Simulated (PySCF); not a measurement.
# Electron correlation in Sr (strontium, neutral)

[Kr] 4d1 5s1, high-spin 3D determinant (an excited configuration). Computed with PySCF 2.14 in x2c-TZVPPall with one added diffuse shell each of s, p, d, f type (9s7p7d3f1g, 95 functions), with the spin-free X2C one-electron Hamiltonian (Gaussian nucleus). Frozen: [Ar] 3d10; 10 electrons correlated.

```csv
level,correlation energy (mhartree)
CCSD,-219.48
(T),-6.27
CCSD(T),-225.75
```

Diagnostics: T1 = 0.017, D1 = 0.0547, largest double amplitude 0.039.

Cost of the coupled-cluster step: of the order of 50 core-seconds, for 10 correlated electrons.

Iterations:

```
CC2 = 0
CCSD nocc = (np.int64(6), np.int64(4)), nmo = (81, 81)
frozen orbitals [[0, 1, 2, 3, 4, 5, 6, 7, 8, 9, 10, 11, 12, 13], [0, 1, 2, 3, 4, 5, 6, 7, 8, 9, 10, 11, 12, 13]]
max_cycle = 100
direct = 0
conv_tol = 1e-08
conv_tol_normt = 1e-06
diis_space = 8
diis_start_cycle = 0
Init t2, MP2 energy = -0.204255330688732
Init E_corr(UCCSD) = -0.204255330701877
cycle = 1  E_corr(UCCSD) = -0.215204467540945  dE = -0.0109491368  norm(t1,t2) = 0.0535068
cycle = 2  E_corr(UCCSD) = -0.218351279908771  dE = -0.00314681237  norm(t1,t2) = 0.0186571
cycle = 3  E_corr(UCCSD) = -0.2196363904327  dE = -0.00128511052  norm(t1,t2) = 0.00953187
cycle = 4  E_corr(UCCSD) = -0.219475269370528  dE = 0.000161121062  norm(t1,t2) = 0.00205396
cycle = 5  E_corr(UCCSD) = -0.219442372458398  dE = 3.28969121e-05  norm(t1,t2) = 0.00108217
cycle = 6  E_corr(UCCSD) = -0.219478453943198  dE = -3.60814848e-05  norm(t1,t2) = 0.000305545
cycle = 7  E_corr(UCCSD) = -0.219476263603244  dE = 2.19033995e-06  norm(t1,t2) = 7.91245e-05
cycle = 8  E_corr(UCCSD) = -0.219475228295006  dE = 1.03530824e-06  norm(t1,t2) = 2.5076e-05
cycle = 9  E_corr(UCCSD) = -0.219475519410565  dE = -2.91115559e-07  norm(t1,t2) = 1.35048e-05
cycle = 10  E_corr(UCCSD) = -0.219475541526694  dE = -2.21161295e-08  norm(t1,t2) = 5.58559e-06
cycle = 11  E_corr(UCCSD) = -0.219475487880298  dE = 5.3646396e-08  norm(t1,t2) = 1.9692e-06
cycle = 12  E_corr(UCCSD) = -0.21947549604103  dE = -8.16073167e-09  norm(t1,t2) = 3.90113e-07
UCCSD converged
E(UCCSD) = -3177.470233581306  E_corr = -0.2194754960410301
UCCSD(T) correction = -0.00627441615249182
```

This basis was not built for core-valence correlation, so the inner-shell part is incomplete.
